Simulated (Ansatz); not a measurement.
Frontier orbitals of C6H16F2N2Sn, SMILES `CC[N](C)[Sn]([F])([F])[N](C)CC`.

Charge 0, multiplicity 1. Correlated methods include outer-core shells of Sn, which these sets cover unevenly. Sn: def2 effective core potential. All single points use the PBE0-D4/def2-TZVP geometry. It is one conformer, not always the lowest. Basis def2-TZVPP, Ansatz 0.2.0.

```
 functional  HOMO (eV)  LUMO (eV)  gap (eV)
LDA (SPW92)      -5.48      -2.35      3.13
        PBE      -5.34      -2.02      3.32
       PBE0      -6.67      -0.99      5.68
    r2SCANh      -6.09      -1.39      4.70
      BHLYP      -7.97       0.05      8.02
    LC-ωPBE      -9.38       1.39     10.77
    ωB97X-V      -9.07       1.20     10.27
    ωB97M-V      -8.99       1.00      9.99
```

A quarter of exact exchange (PBE0) shifts PBE's HOMO by −1.34 eV and its LUMO by +1.03 eV; full exchange at long range (ωB97M-V) shifts them by −3.66 and +3.02 eV. The gap opens from 3.32 to 9.99 eV, since occupied levels lose self-interaction and empty ones feel all the electrons. A positive LUMO is unbound and depends on the basis.

LC-ωPBE has ω = 0.4 bohr⁻¹.
